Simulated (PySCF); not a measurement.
HN$_{2}$, charge +1, singlet, at a GFN2-xTB geometry; DF-CAMB3LYP/aug-cc-pVTZ (PySCF).

Input for PySCF:
```python
from pyscf import gto, scf, dft

mol = gto.Mole()
mol.atom = '''
    N    -0.000000   -0.000000   -0.435395
    N     0.000000    0.000000    0.644830
    H    -0.000000   -0.000000   -1.466046
'''
mol.basis = 'aug-cc-pvtz'
mol.charge = 1
mol.spin = 0
mol.verbose = 4
mol.max_memory = 1800
mol.build()

mf = dft.RKS(mol)
mf.xc = 'camb3lyp'
mf = mf.density_fit(auxbasis='def2-universal-jkfit')
mf.kernel()
```

It wrote (shortened):

```
PySCF version 2.14.0

[INPUT] verbose = 4
[INPUT] num. atoms = 3
[INPUT] num. electrons = 14
[INPUT] charge = 1
[INPUT] spin (= nelec alpha-beta = 2S) = 0
[INPUT] symmetry False subgroup None
[INPUT] Mole.unit = angstrom
[INPUT] Symbol           X                Y                Z      unit          X                Y                Z       unit  Magmom
[INPUT]  1 N      0.000000000000   0.000000000000  -0.435395000000 AA    0.000000000000   0.000000000000  -0.822777306005 Bohr   0.0
[INPUT]  2 N      0.000000000000   0.000000000000   0.644830000000 AA    0.000000000000   0.000000000000   1.218552096903 Bohr   0.0
[INPUT]  3 H      0.000000000000   0.000000000000  -1.466046000000 AA    0.000000000000   0.000000000000  -2.770425426014 Bohr   0.0

nuclear repulsion = 29.3528792638843
number of shells = 35
number of NR pGTOs = 141
number of NR cGTOs = 115
basis = aug-cc-pvtz
ecp = {}

******** <class 'pyscf.df.df_jk.DFRKS'> ********
method = DFRKS
initial guess = minao
damping factor = 0
level_shift factor = 0
DIIS = <class 'pyscf.scf.diis.CDIIS'>
diis_start_cycle = 1
diis_space = 8
diis_damp = 0
SCF conv_tol = 1e-09
SCF conv_tol_grad = None
SCF max_cycles = 50
direct_scf = False
XC library pyscf.dft.libxc version 7.1.2
    S. Lehtola, C. Steigemann, M. J. T. Oliveira, and M. A. L. Marques,  SoftwareX 7, 1–5 (2018)
XC functionals = camb3lyp
    T. Yanai, D. P. Tew, and N. C. Handy,  Chem. Phys. Lett. 393, 51 (2004)
radial grids:
    Treutler-Ahlrichs [JCP 102, 346 (1995); DOI:10.1063/1.469408] (M4) radial grids

becke partition: Becke, JCP 88, 2547 (1988); DOI:10.1063/1.454033
pruning grids: <function nwchem_prune>
grids dens level: 3
symmetrized grids: False
atomic radii adjust function: <function treutler_atomic_radii_adjust>
small_rho_cutoff = 0
Set gradient conv threshold to 3.16228e-05
Initial guess from minao.
tot grids = 37616
******** <class 'pyscf.df.df.DF'> ********
auxbasis = def2-universal-jkfit
Create RSH-DF object <pyscf.df.df.DF object> for omega=0.33
******** <class 'pyscf.df.df.DF'> ********
auxbasis = auxmol.basis = def2-universal-jkfit
init E= -110.352805654617
  HOMO = -0.474370866690513  LUMO = -0.0420142075741787  gap/eV = 11.76502
cycle= 1 E= -109.669647925513  delta_E= 0.683  |g|= 0.426  |ddm|= 1.34
  HOMO = -0.906953681165469  LUMO = -0.394242559118171  gap/eV = 13.95158
cycle= 2 E= -109.677913231251  delta_E= -0.00827  |g|= 0.494  |ddm|= 0.454
  HOMO = -0.914955081625946  LUMO = -0.350858355784511  gap/eV = 15.34985
cycle= 3 E= -109.714262900796  delta_E= -0.0363  |g|= 0.162  |ddm|= 0.219
  HOMO = -0.875475826690952  LUMO = -0.323272597758352  gap/eV = 15.02622
cycle= 4 E= -109.718474808101  delta_E= -0.00421  |g|= 0.0371  |ddm|= 0.0978
  HOMO = -0.880296201027507  LUMO = -0.322554958960504  gap/eV = 15.17691
cycle= 5 E= -109.718733117054  delta_E= -0.000258  |g|= 0.00254  |ddm|= 0.0278
  HOMO = -0.879456324857994  LUMO = -0.321955900950169  gap/eV = 15.17036
cycle= 6 E= -109.718734633344  delta_E= -1.52e-06  |g|= 0.000296  |ddm|= 0.00463
  HOMO = -0.879484521364441  LUMO = -0.321976159442067  gap/eV = 15.17058
cycle= 7 E= -109.718734652439  delta_E= -1.91e-08  |g|= 6.88e-05  |ddm|= 0.00055
  HOMO = -0.879498024882155  LUMO = -0.321979795462872  gap/eV = 15.17084
cycle= 8 E= -109.718734653376  delta_E= -9.37e-10  |g|= 6.94e-06  |ddm|= 9.18e-05
  HOMO = -0.879498954864122  LUMO = -0.321979625332586  gap/eV = 15.17087
Extra cycle  E= -109.718734653374  delta_E= 2.53e-12  |g|= 8.87e-06  |ddm|= 1.04e-05
converged SCF energy = -109.718734653374
```
